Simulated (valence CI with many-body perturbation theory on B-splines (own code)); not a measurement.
## Level structure of Mn¹⁸⁺

Calculated by relativistic CI+MBPT: five valence electrons over a frozen Dirac-Fock core [He], radial functions for each j: 9 s, 9 p, 8 d, 6 f, 3 g, 1 h, with the one-electron correlation potential Σ1 (screened to all orders), the two-electron term Σ2, the three-electron term Σ3, Breit, model QED; selected single and double excitations, second order for the rest (own B-spline code, finite nucleus).

No measured levels were compared; by estimate levels of excited configurations hold to 0.05 to 0.15 % of their energy, terms of the ground configuration to about 0.5 %. Among the levels kept, up to 2000 cm⁻¹ of a level comes from second order outside the variational space, and about a tenth of that is noise between levels of different J, which matters for small intervals.

Levels 1 to 45 of 82, with energies above the lowest level, 2s²2p³ ⁴S°_3/2. "Leading %" is the weight of the configuration and term that name the level; weights of strongly mixed levels are sums over their largest components and can fall short. Lifetimes count E1, E2, E3, M1 and M2 decay at the calculated energies, and are blank where another channel may lead or the interval is too uncertain; long ones can be off by a factor of two.

| No. | Configuration | Term | J | E (Ry) | Leading % | Second component | Lifetime | g |
| --- | --- | --- | --- | --- | --- | --- | --- | --- |
| 1 | 2s²2p³ | ⁴S° | 3/2 | 0.000 | 91 | 8 % 2s²2p³ ²P° |  | 1.929 |
| 2 | 2s²2p³ | ²D° | 3/2 | 1.204 | 76 | 18 % 2s²2p³ ²P° | 103 μs | 0.958 |
| 3 | 2s²2p³ | ²D° | 5/2 | 1.485 | 100 |  | 1.12 ms | 1.197 |
| 4 | 2s²2p³ | ²P° | 1/2 | 2.213 | 98 |  | 41.0 μs | 0.661 |
| 5 | 2s²2p³ | ²P° | 3/2 | 2.665 | 73 | 22 % 2s²2p³ ²D° | 17.7 μs | 1.238 |
| 6 | 2s2p⁴ | ⁴P | 5/2 | 6.463 | 98 |  | 85.6 ps | 1.588 |
| 7 | 2s2p⁴ | ⁴P | 3/2 | 6.980 | 99 |  | 66.1 ps | 1.722 |
| 8 | 2s2p⁴ | ⁴P | 1/2 | 7.161 | 96 |  | 59.0 ps | 2.640 |
| 9 | 2s2p⁴ | ²D | 3/2 | 8.947 | 95 |  | 25.9 ps | 0.828 |
| 10 | 2s2p⁴ | ²D | 5/2 | 9.054 | 97 |  | 31.3 ps | 1.206 |
| 11 | 2s2p⁴ | ²S | 1/2 | 10.278 | 75 | 22 % 2s2p⁴ ²P | 13.8 ps | 1.721 |
| 12 | 2s2p⁴ | ²P | 3/2 | 10.680 | 95 | 4 % 2s2p⁴ ²D | 8.37 ps | 1.309 |
| 13 | 2s2p⁴ | ²P | 1/2 | 11.421 | 78 | 21 % 2s2p⁴ ²S | 9.02 ps | 0.966 |
| 14 | 2p⁵ | ²P° | 3/2 | 16.816 | 98 |  | 11.4 ps | 1.331 |
| 15 | 2p⁵ | ²P° | 1/2 | 17.638 | 98 |  | 10.5 ps | 0.661 |
| 16 | 2s²2p²3s | ⁴P | 1/2 | 59.395 | 79 | 11 % 2s²2p²3s ²P | 801 fs | 2.385 |
| 17 | 2s²2p²3s | ⁴P | 3/2 | 59.881 | 93 | 5 % 2s²2p²3s ²P | 926 fs | 1.709 |
| 18 | 2s²2p²3s | ²P | 1/2 | 60.148 | 83 | 14 % 2s²2p²3s ⁴P | 357 fs | 0.958 |
| 19 | 2s²2p²3s | ⁴P | 5/2 | 60.223 | 82 | 16 % 2s²2p²3s ²D | 879 fs | 1.532 |
| 20 | 2s²2p²3s | ²P | 3/2 | 60.506 | 69 | 27 % 2s²2p²3s ²D | 367 fs | 1.192 |
| 21 | 2s²2p²3p | ⁴D° | 1/2 | 61.136 | 51 | 19 % 2s²2p²3p ²S° | 62.2 ps | 0.777 |
| 22 | 2s²2p²3s | ²D | 5/2 | 61.336 | 82 | 16 % 2s²2p²3s ⁴P | 565 fs | 1.263 |
| 23 | 2s²2p²3s | ²D | 3/2 | 61.411 | 70 | 24 % 2s²2p²3s ²P | 464 fs | 0.957 |
| 24 | 2s²2p²3p | ⁴D° | 3/2 | 61.475 | 64 | 20 % 2s²2p²3p ⁴P° | 42.0 ps | 1.315 |
| 25 | 2s²2p²3p | ²S° | 1/2 | 61.585 | 44 | 37 % 2s²2p²3p ⁴D° | 79.6 ps | 1.356 |
| 26 | 2s²2p²3p | ⁴P° | 3/2 | 61.844 | 33 | 28 % 2s²2p²3p ²D° | 26.9 ps | 1.305 |
| 27 | 2s²2p²3p | ⁴D° | 5/2 | 61.901 | 84 | 11 % 2s²2p²3p ⁴P° | 83.3 ps | 1.385 |
| 28 | 2s²2p²3p | ⁴P° | 1/2 | 62.004 | 68 | 18 % 2s²2p²3p ²S° | 24.8 ps | 2.313 |
| 29 | 2s²2p²3p | ⁴P° | 5/2 | 62.077 | 47 | 39 % 2s²2p²3p ²D° | 29.6 ps | 1.377 |
| 30 | 2s²2p²3p | ²D° | 3/2 | 62.175 | 63 | 25 % 2s²2p²3p ⁴P° | 22.0 ps | 1.138 |
| 31 | 2s²2p²3p | ⁴D° | 7/2 | 62.236 | 83 | 14 % 2s²2p²3p ²F° | 116 ps | 1.385 |
| 32 | 2s²2p²3p | ⁴S° | 3/2 | 62.465 | 61 | 17 % 2s²2p²3p ²P° | 3.21 ps | 1.831 |
| 33 | 2s²2p²3s | ²S | 1/2 | 62.477 | 87 | 5 % 2s²2p²3s ⁴P | 560 fs | 1.989 |
| 34 | 2s²2p²3p | ²P° | 3/2 | 62.657 | 71 | 8 % 2s²2p²3p ⁴P° | 14.1 ps | 1.344 |
| 35 | 2s²2p²3p | ²D° | 5/2 | 62.679 | 37 | 32 % 2s²2p²3p ⁴P° | 29.0 ps | 1.257 |
| 36 | 2s²2p²3p | ²P° | 1/2 | 62.841 | 74 | 14 % 2s²2p²3p ²S° | 20.6 ps | 0.835 |
| 37 | 2s²2p²3p | ²F° | 5/2 | 63.281 | 58 | 32 % 2s²2p²3p ²D° | 34.3 ps | 1.027 |
| 38 | 2s2p³3s | ⁶S° | 5/2 | 63.401 | 96 |  | 51.1 ps | 1.976 |
| 39 | 2s²2p²3p | ²F° | 7/2 | 63.405 | 84 | 14 % 2s²2p²3p ⁴D° | 39.2 ps | 1.182 |
| 40 | 2s²2p²3p | ²D° | 3/2 | 63.513 | 63 | 22 % 2s²2p²3p ²P° | 8.75 ps | 1.022 |
| 41 | 2s²2p²3d | ⁴F | 3/2 | 63.530 | 65 | 12 % 2s²2p²3d ⁴D | 846 fs | 0.640 |
| 42 | 2s²2p²3p | ²D° | 5/2 | 63.645 | 84 | 8 % 2s²2p²3p ²F° | 20.2 ps | 1.184 |
| 43 | 2s²2p²3d | ⁴F | 5/2 | 63.706 | 53 | 25 % 2s²2p²3d ⁴D | 411 fs | 1.150 |
| 44 | 2s²2p²3p | ²P° | 1/2 | 63.738 | 95 |  | 7.54 ps | 0.702 |
| 45 | 2s²2p²3d | ⁴F | 7/2 | 64.079 | 73 | 22 % 2s²2p²3d ⁴D | 4.01 ps | 1.275 |

Names give the largest LS component (configuration and term), which can be under half, so a name can repeat, a term be missing and a line seem to break the LS rules; names also repeat where a configuration has a term twice.

The ionisation energy to 2s²2p² ³P0 of the next ion comes out as 1430.1 eV (NIST: 1430.9 ± 2.2 eV (semi-empirical)). All 82 levels together are meant to be complete up to 66.647 Ry.
